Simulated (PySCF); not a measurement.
**Polarisability and C₆ of Rb- (rubidium, charge -1)**

[Kr] 5s2, closed-shell 1S. Calculation: PySCF 2.14, in aug-cc-pVDZ-X2C (7s6p4d, 45 functions); scalar relativity by spin-free X2C-1e. Coupled (time-dependent) response in atomic units; α is the mean over directions. A double-zeta set is small for polarisabilities.

| method | mean α (bohr³) | C₆ (like pair) | S(−4) |
| --- | --- | --- | --- |
| UHF | 2303 | 102500 | 4082000 |

S(−4) is the Cauchy moment in α(ω) = α(0) + S(−4) ω² + …

α(iu) at UHF:

```
u (hartree)  α(iu) (bohr³)
          0           2303
     0.0500          528.5
      0.100          182.9
      0.200          55.40
      0.300          28.08
      0.500          12.75
      0.750          6.988
       1.00          4.483
       1.50          2.280
       2.00          1.362
       3.00         0.6355
       5.00         0.2353
```

A single London oscillator, α(iu) = α/(1 + u²/ω²), gives C₆ = (3/4) ω α². Matching the computed C₆ needs ω = 4 × 102500 / (3 × 2303²) = 0.0258 hartree.

For an ion, C₆ is the dispersion term alone; charge-induced terms of lower order in 1/R come first.

The outer electron is barely bound at this level, so radii and moments hang on the diffuse functions.
